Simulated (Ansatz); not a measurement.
Geometry optimisation, Ansatz 0.2.0, RKS PBE0-D4/def2-SVP.

Input:

```yaml
crystal:
  periodic: [false, false, false]
  atoms:
    - { symbol: W, position_ang: [0.0, 0.0, 0.0] }
    - { symbol: O, position_ang: [0.0, 0.0, 1.94] }
    - { symbol: H, position_ang: [-0.9095, -0.2814, 2.2771] }
    - { symbol: H, position_ang: [1.72, 0.0, 0.0] }
    - { symbol: H, position_ang: [0.0, 1.72, 0.0] }
    - { symbol: H, position_ang: [-1.72, 0.0, 0.0] }
    - { symbol: H, position_ang: [0.0, -1.72, 0.0] }
    - { symbol: H, position_ang: [0.0, 0.0, -1.72] }
basis:
  gaussian: { orbitals: def2-SVP }
hamiltonian:
  xc: pbe0
  dispersion: d4
relax:
  f_tol: 0.02
  max_steps: 40
```

Launched with:

```bash
$ ansatz run input.yaml --threads 1 --pin off --max-ram 2048MiB --backend cpu --events-out ev --progress --plain --runs-dir out
```

Where does it end, and by what steps?

The run converged. After 12 steps the energy has fallen by 5.609 eV; H5 moved furthest, 0.61 Å.

| step | energy less start (eV) | largest force component (eV/Å) | accepted |
| --- | --- | --- | --- |
| 0 | 0.0000 | 7.981 | yes |
| 1 | -1.9275 | 2.764 | yes |
| 2 | -3.2194 | 3.739 | yes |
| 3 | -4.3706 | 2.179 | yes |
| 4 | -5.1763 | 1.087 | yes |
| 5 | -5.4784 | 0.949 | yes |
| 6 | -5.5915 | 0.373 | yes |
| 7 | -5.5910 | 0.445 | no |
| 8 | -5.6024 | 0.148 | yes |
| 9 | -5.5987 | 0.182 | no |
| 10 | -5.6082 | 0.061 | yes |
| 11 | -5.6093 | 0.035 | yes |
| 12 | -5.6094 | 0.010 | yes |

```xyz
8
Properties=species:S:1:pos:R:3
W 0.305 0.356 0.337
O -0.281 -0.065 2.072
H -0.937 -0.650 2.464
H 1.645 -0.457 -0.339
H -0.360 1.693 -0.492
H -1.221 0.011 -0.173
H -0.118 -1.177 -0.085
H 0.057 0.008 -1.287
```

Whether the end is a true minimum wasn't checked by a vibrational analysis.

Time of the run: 41 s on 1 thread of Arm Neoverse V2, on a shared host, peak memory 0.14 GiB.
